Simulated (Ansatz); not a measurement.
```yaml
crystal:
  periodic: [false, false, false]
  atoms:
    - {symbol: Li, position_ang: [-1.503111, 2.432573, -1.101417]}
    - {symbol: Li, position_ang: [-0.492355, 0.326663, 1.779254]}
    - {symbol: Sn, position_ang: [1.549804, -2.453429, 0.814995]}
    - {symbol: Sn, position_ang: [0.445662, -0.305807, -1.492832]}
basis:
  gaussian: {orbitals: STO-3G}
magnetization: {spin_polarized: true, initial_magnetization: 0}
hamiltonian: {xc: {name: PBEsol}, pseudopotentials: {relativity: none}}
accuracy: high
scf: {omitted_lower_state_checks: [starts]}
```

```sh
$ ansatz run in.yaml --threads 4 --pin off --events-out ev --progress --plain --max-ram 3916MiB
```

Output, abridged:

```
Functional definition: PBEsol
1184 factors; integrals over basis functions are off by at most 4.9e-9 eV
mean field evaluation 1: about -324861.4803 eV, gradient 1.8e1 eV
mean field evaluation 2: about -324829.7384 eV, gradient 4.3e1 eV
mean field evaluation 4: about -324862.3680 eV, gradient 2.0e1 eV
mean field evaluation 8: about -324867.1004 eV, gradient 5.6e0 eV
mean field evaluation 16: about -324868.1280 eV, gradient 1.0e-1 eV
mean field evaluation 32: about -324868.4799 eV, gradient 2.1e-1 eV
mean field -324868.48200272 eV, -11938.6965098340 hartree, gradient 2.0e-8 eV, S^2 1.034650; 0 other end points of the search recorded, 0 dependent functions left out
reference -324868.48200620 eV, -11938.6965099618 hartree; 53, 53 occupied and 11, 11 virtual orbitals, 1184 factors
Total energy: -324868.48200620 eV, -11938.6965099618 hartree
Checks for a lower state left out: starts
```

Run time 6.5 s (4 threads of Arm Neoverse V2 on a shared host).

The unrestricted singlet has broken spin symmetry (⟨S²⟩ up to 1.03).
